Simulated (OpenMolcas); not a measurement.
Ne3+: effect of the active space

| Item | Value |
| --- | --- |
| Program | OpenMolcas 26.06 |
| Method | CASSCF |
| Basis | ANO-RCC-VDZP |
| Scalar Hamiltonian | DKH2, point nucleus |
| Spin-orbit coupling | state interaction with AMFI integrals over the reference wave functions, term energies averaged over their components |

A. 3 electrons in 3 orbitals (2p); 2S+1 = 4 odd, 1 root; 2S+1 = 2 odd, 8 roots; cost about 4 core-seconds
B. 5 electrons in 4 orbitals (2s 2p); 2S+1 = 4 odd, 1 root; 2S+1 = 2 odd, 8 roots; 2S+1 = 4 even, 3 roots; 2S+1 = 2 even, 6 roots; cost of the order of 12 core-seconds

Energies in eV above 2s² 2p³ ⁴S°_3/2.

```
          Level       A       B
2s² 2p³ ⁴S°_3/2  0.0000  0.0000
2s² 2p³ ²D°_3/2  5.5699  5.5685
2s² 2p³ ²D°_5/2  5.5724  5.5727
2s² 2p³ ²P°_1/2  9.2508  7.7613
2s² 2p³ ²P°_3/2  9.2542  7.7630
```

Between A and B the level of the table that moves most is 2s² 2p³ ²P°_3/2, by 12000 cm-1 (lowest in B, highest in A).

The basis is small and was not contracted for so high a charge. With the s shell closed, the reference lacks s² → p² mixing (holds for A). Only configurations of the active space appear. The table leaves out levels that lie high or whose names do not pair safely across all columns.

° marks odd parity.
